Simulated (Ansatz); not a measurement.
An input meant for the cluster HgF₂⁺ (charge 1, quartet; with a point charge).

```yaml
crystal:
  periodic: [false, false, false]
  atoms:
    - {symbol: Hg, position_ang: [-0.000030, -0.000158, -0.000368]}
    - {symbol: F, position_ang: [-1.716244, 0.865624, -0.228387]}
    - {symbol: F, position_ang: [1.716264, -0.865466, 0.228755]}
basis:
  gaussian: {orbitals: def2-mTZVPP, point_charges: [{charge: 2.00, position_ang: [4.316, 0.599, 0.201]}]}
total_charge: 1
magnetization: {spin_polarized: true, initial_magnetization: 3}
hamiltonian: {xc: {name: B2PLYP}, dispersion: rvv10}
scf: {omitted_lower_state_checks: [starts]}
output: {forces: true}
```

```sh
$ ansatz run in.yaml --threads 4 --pin off --events-out ev --progress --plain --max-ram 3916MiB
```

Shortened log:

```
Error: invalid value for `hamiltonian.dispersion`: this functional's text states its nonlocal part
```

In this input the functional holds a nonlocal dispersion part already, so the dispersion key must go. The program refused the input.
